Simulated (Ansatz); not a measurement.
C2H5F2GaO, SMILES `CC[O][Ga]([F])[F]`. Charge 0, multiplicity 1.

```xyz
11

C    -0.6966   -0.5438   -1.0680
C     0.7346   -0.2232   -0.7070
O     0.9843   -0.3411    0.6867
Ga    0.1821    0.6831    1.8632
F    -0.8372    2.0213    1.4155
F     0.4057    0.4232    3.5593
H    -0.8370   -0.5074   -2.1512
H    -1.3849    0.1827   -0.6236
H    -0.9659   -1.5438   -0.7210
H     1.4153   -0.9303   -1.1907
H     0.9996    0.7794   -1.0631
```

Q: What are the harmonic wavenumbers in cm⁻¹ at PBE0-D4/def2-TZVP (Ansatz, finite differences of forces, unscaled)? (Best estimate.)

A: Computed: 43, 69, 96, 184, 191, 222, 294, 453, 617, 707, 732, 810, 921, 1106, 1133, 1180, 1313, 1386, 1411, 1481, 1486, 1513, 3029, 3040, 3076, 3117, 3133.

Q: Is this a minimum?

A: Yes, all 27 modes are real.

Q: Give the ideal-gas thermochemistry at 298.15 K and 1 bar (rigid rotor, harmonic oscillator; point group C1, symmetry number 1).

A: Zero-point energy 195.9 kJ/mol; H(298) − E = 219.8 kJ/mol; entropy 384.9 J/(mol·K), of which translation 171.6, rotation 116.8, vibration 96.5; G(298) − E = 105.1 kJ/mol. Modes under 100 cm⁻¹ are hindered rotations or soft bends, so the harmonic entropy is rough.
